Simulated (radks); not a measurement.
All-electron atom: the osmium ion Os+ in [Xe] 4f14 5d6 6s1. Method: Dirac Kohn-Sham, PBE, spin-unpolarised, spherical densities, point nucleus; open shells are shared between the two j in proportion to 2j + 1; computed with a radial shooting solver on a logarithmic mesh with Libxc functionals. Some entries of the table are withheld. Estimate them.

orbital  occ.  eigenvalue (hartree)  <r^2> (bohr^2)
1s1/2       2             -2711.297             (1)
2s1/2       2             -472.0857        0.006582
2p1/2       2             -451.9258        0.004684
2p3/2       4             -395.6467        0.005880
3s1/2       2             -110.0779         0.04288
3p1/2       2             -101.0761         0.03926
3p3/2       4             -88.80289         0.04577
3d3/2       4             -73.75538             (2)
3d5/2       6             -71.09742             (3)
4s1/2       2             -23.46235          0.2106
4p1/2       2             -19.68714          0.2163
4p3/2       4             -16.80452          0.2505
4d3/2       4             -10.61841          0.2697
4d5/2       6             -10.08457          0.2823
5s1/2       2              -3.65198           1.139
5p1/2       2                   (4)           1.370
4f5/2       6                   (5)          0.3766
4f7/2       8                   (6)          0.3883
5p3/2       4                   (7)           1.634
5d3/2     2.4              -0.54393             (8)
5d5/2     3.6              -0.50384             (9)
6s1/2       1              -0.48300           8.744

Answer. 
(1) 1s1/2 <r^2> (bohr^2): 0.0004332
(2) 3d3/2 <r^2> (bohr^2): 0.03533
(3) 3d5/2 <r^2> (bohr^2): 0.03711
(4) 5p1/2 eigenvalue (hartree): -2.48990
(5) 4f5/2 eigenvalue (hartree): -2.25721
(6) 4f7/2 eigenvalue (hartree): -2.15413
(7) 5p3/2 eigenvalue (hartree): -2.04089
(8) 5d3/2 <r^2> (bohr^2): 3.498
(9) 5d5/2 <r^2> (bohr^2): 3.785
